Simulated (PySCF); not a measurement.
**Dipole response of As (arsenic, neutral)**

[Ar] 3d10 4s1 4p3 5s1, high-spin 6S determinant (an excited configuration). Computed with PySCF 2.14 in aug-cc-pVQZ-PP with one added diffuse shell each of s, p, d, f, g type with ECP10MDF (8s7p6d4f3g, 114 functions), with a scalar-relativistic core potential. Coupled (time-dependent) response in atomic units; α is the mean over directions.

```tsv
method	mean α (bohr³)	C₆ (like pair)	S(−4)
BLYP	488.0	9127	205200
M06	350.5	4866	153400
```

S(−4) is the Cauchy moment in α(ω) = α(0) + S(−4) ω² + …

α(iu) at BLYP:

```tsv
u (hartree)	α(iu) (bohr³)
0	488.0
0.0500	242.7
0.100	104.5
0.200	39.61
0.300	23.28
0.500	11.98
0.750	6.750
1.00	4.360
1.50	2.293
2.00	1.444
3.00	0.7514
5.00	0.3240
```

A single London oscillator, α(iu) = α/(1 + u²/ω²), gives C₆ = (3/4) ω α². Matching the computed C₆ needs ω = 4 × 9127 / (3 × 488.0²) = 0.0511 hartree.

Energies and moments cover only the electrons outside the core potential. The outer electron is Rydberg-like, and this basis confines it to a smaller radius and binds it less than a complete one would.
